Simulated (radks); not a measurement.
The cerium ion Ce4+ is in [Xe]. All-electron calculation, Dirac Kohn-Sham, relativistic LDA (MacDonald-Vosko exchange, VWN5 correlation), spin-unpolarised, spherical densities, finite nucleus; Fermi nuclear charge, rms radius of each element as measured or else 0.836 A^(1/3) + 0.57 fm. Program: a radial shooting solver on a logarithmic mesh with Libxc functionals. Sub-shells are occupied by j as written (lower j first in brackets). One electron is removed from 4d5/2, 5p1/2, 5p3/2, 5s1/2 in turn, with full relaxation. Which removal costs least, and what does each cost?

Answer. 5p3/2 65.711 eV; 5p1/2 69.207 eV; 5s1/2 86.150 eV; 4d5/2 164.95 eV. The 5p3/2 electron leaves first.
